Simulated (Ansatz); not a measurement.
Zr₂P₂. Total charge 0; singlet. Geometry PBE-D4/def2-SVP.

Cartesian coordinates in Å:
```
Zr -0.1257 1.2575 -0.6790
Zr -0.3919 -0.7714 1.1444
P -1.1458 -0.8723 -1.1378
P 1.6635 0.3861 0.6724
```

In the def2 sets Zr takes a core potential, while STO-3G treats all electrons; there is no spin–orbit coupling. The restricted singlet is unstable towards broken spin symmetry in Hartree–Fock (as tested in another run); at HF/STO-3G this wasn't settled. At PBE-D4/def2-TZVP, PBE0-D4/def2-TZVP the restricted singlet is unstable: a solution with broken spin symmetry lies lower. The restricted singlet is unstable towards broken spin symmetry at other levels; at r2SCANh-D4/def2-TZVP, ωB97M-V/def2-TZVP this wasn't settled. The geometry of the singlet was relaxed on an unsound state (restricted singlet, unstable towards broken spin symmetry at other levels and untested here). The order of the spin states hangs on the level: the triplet lies 0.10 eV below the singlet at PBE0-D4/def2-TZVP, but 0.01 eV above it at PBE-D4/def2-TZVP. The singlet is doubtful at PBE0-D4/def2-TZVP (restricted singlet, unstable towards broken spin symmetry). The singlet is doubtful at PBE-D4/def2-TZVP (restricted singlet, unstable towards broken spin symmetry). The structure comes from a short search, and lower isomers may exist.

(1) Estimate the orbital energies around the gap (eV) in Ansatz with HF/STO-3G, PBE-D4/def2-TZVP, r2SCANh-D4/def2-TZVP, PBE0-D4/def2-TZVP, ωB97M-V/def2-TZVP.

## Answers

(1) 
```tsv
orbital	HF/STO-3G	PBE-D4/def2-TZVP	r2SCANh-D4/def2-TZVP	PBE0-D4/def2-TZVP	ωB97M-V/def2-TZVP
HOMO−5	-4.55	-5.86	-6.27	-6.69	-8.50
HOMO−4	-4.17	-5.76	-6.14	-6.55	-8.34
HOMO−3	-4.00	-5.61	-6.01	-6.41	-8.25
HOMO−2	-3.96	-5.12	-5.58	-6.01	-7.90
HOMO−1	-2.25	-4.80	-5.10	-5.46	-7.17
HOMO	-1.53	-3.93	-4.24	-4.57	-6.25
LUMO	5.19	-3.47	-2.99	-2.62	-1.00
LUMO+1	5.72	-2.74	-2.33	-2.15	-0.76
LUMO+2	6.89	-2.35	-1.90	-1.68	-0.29
LUMO+3	7.06	-2.12	-1.68	-1.45	-0.01
LUMO+4	7.06	-2.05	-1.55	-1.26	0.21
LUMO+5	7.48	-1.94	-1.50	-1.18	0.23
```
